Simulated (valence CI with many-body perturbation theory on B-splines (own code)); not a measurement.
**W XXXVI in brief**

Level of theory: relativistic CI+MBPT: three valence electrons over a frozen Dirac-Fock core [Kr], radial functions for each j: 7 s, 7 p, 8 d, 6 f, 4 g, 1 h, with the one-electron correlation potential Σ1, the two-electron term Σ2, the three-electron term Σ3, Breit, model QED; selected CI, second order for the rest, scaled by the run's own slope (own B-spline code, finite nucleus).

The last digits are not significant, and no measured levels were compared; by estimate large intervals hold to a few tenths of a per cent, small ones and those within an open d or f shell to about a per cent. Only levels of the ground parity were solved; by the run's estimate the other parity begins above the list, which can be wrong where configurations are misplaced.

Levels are named by their leading jj configuration (3d3/2^4 stands for four electrons in 3d with j = 3/2), which in mixed levels can hold well under half, so a name can repeat and another be missing.

Rates and lifetimes use the calculated energies. Strong lines usually hold to 10 to 20 %, long lifetimes can be off by a factor of two.

Question: What is the ground level?

Answer: (4d3/2^3) J=3/2, composition 50 % 4d3 4F + 36 % 4d3 2D + 10 % 4d3 2P, g = 0.687.

Question: What is the ionisation energy?

Answer: 1509.3 eV; NIST lists 1512.4 ± 1.5 eV (semi-empirical).

Question: How well does LS coupling describe the low levels?

Answer: Among the lowest 19 levels the leading LS term, summed over configurations, holds 57 % on average. For single configurations the figures are 57 % in LS and 96 % in jj coupling. Terms mix most in the J = 3/2 level at 17.469 eV, where the leading one holds 40 %.

Question: Name the longest-lived excited levels whose lifetime is computed, and their main decay.

Answer: (4d3/2^2 4d5/2) J=9/2 at 19.239 eV lives 4.90 s, mostly by M1 to (4d3/2^2 4d5/2) J=7/2.
